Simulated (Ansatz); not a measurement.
Ansatz (a quantum-chemistry and plane-wave program) input (B3LYP-D3(BJ)/def2-TZVP):

Ansatz 0.2 input:
```yaml
crystal:
  periodic: [false, false, false]
  atoms:
    - {symbol: N, position_ang: [-0.89413732, -0.24444425, 0.12899435]}
    - {symbol: C, position_ang: [0.36522889, -0.19552479, -0.02869498]}
    - {symbol: O, position_ang: [1.27724341, -0.98426786, -0.09380200]}
    - {symbol: H, position_ang: [-1.48428738, 0.56882630, 0.15226095]}
    - {symbol: H, position_ang: [0.70585613, 0.89773657, -0.13510226]}
basis:
  gaussian:
    orbitals: def2-TZVP
hamiltonian:
  xc: b3lyp
  dispersion: d3bj
magnetization: {spin_polarized: true, initial_magnetization: 1}
relax: {f_tol: 0.002, max_steps: 150}
```

End of the output:

```
relax step  21: F+E_penalty+E_count = -4606.37497318 eV  Δ(F+E_penalty+E_count) = -5.311e-7 eV  max|allowed force component| = 1.573e-4 eV/Å  Δτ_max = 0.0002 Å  (43 SCF iters, accepted)
integrals: 0.02 GiB planned
574 factors; their error is unknown
mean field: 0.31 GiB planned
mean field evaluation 224: about -4591.0150 eV, gradient 6.4e1 eV
mean field -4606.27914455 eV, -169.2776363142 hartree, gradient 2.2e-5 eV, S^2 0.753907; 3 other end points of the search recorded, 0 dependent functions left out
the calculation of the forces begins
reference -4606.27932836 eV, -169.2776430688 hartree; 12, 11 occupied and 93, 94 virtual orbitals, 574 factors
Total energy: -4606.37515699 eV, -169.2811647060 hartree
Atom 0 at    -0.876596    -0.124928     0.466346 Å, force    -0.000029     0.000049    -0.000113 eV/Å
Atom 1 at     0.430907    -0.083291     0.009731 Å, force    -0.000046     0.000036     0.000025 eV/Å
Atom 2 at     1.100029    -1.032700    -0.300594 Å, force     0.000011    -0.000127    -0.000019 eV/Å
Atom 3 at    -1.520344     0.328080    -0.190873 Å, force     0.000157    -0.000038     0.000096 eV/Å
Atom 4 at     0.835907     0.955164     0.039045 Å, force    -0.000094     0.000080     0.000011 eV/Å
Dipole moment:    -0.336412     0.552696    -0.135845 e Å
```

It need not be the lowest isomer of its formula.
